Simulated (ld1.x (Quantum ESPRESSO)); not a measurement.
Configuration tests for nitrogen (PAW)

ld1.x (Quantum ESPRESSO) 7.5 input, shortened:

```
&input
   title='N', zed=7., rel=1, dft='PW91', iswitch=3,
   config='[He] 2s1 2p4 3d-2'
 /
 &inputp
   pseudotype=3, lpaw=.true., tm=.true., lloc=-2, rcloc=1.10,
   nlcc=.false.,
   which_augfun='BESSEL', rmatch_augfun=0.55
 /
6
2S  1  0   1.00   0.00  0.75  0.95  0.0
2S  1  0   0.00   0.70  0.75  0.95  0.0
2P  2  1   4.00   0.00  1.35  1.82  0.0
2P  2  1   0.00   0.05  1.35  1.82  0.0
3D  3  2  -2.00   0.30  1.10  1.20  0.0
3D  3  2  -2.00   0.75  1.10  1.20  0.0
 &test
   configts(1)='2s1 2p4'
 /
```

Energies are relative to the spin-unpolarised reference configuration 2s1 2p4; without spin polarisation the order of configurations can differ from experiment. Not all tests gave a result: test run stopped at test 5 of 7 (negative rho).

```
valence configuration  charge  ΔE all-electron (eV)  error AE − PS (meV)
              2s2 2p2      +1                 2.189                 +4.1
            2s2 2p3.3    -0.3               -13.122                 +2.5
```

Problem. What are ΔE and the potential's error for 2s2 2p1?

Solution. ΔE = 31.143 eV all-electron; the error (AE − PS) is +1.8 meV.

Problem. What are ΔE and the potential's error for 2s2 2p3?

Solution. ΔE = -11.483 eV all-electron; the error (AE − PS) is +2.7 meV.
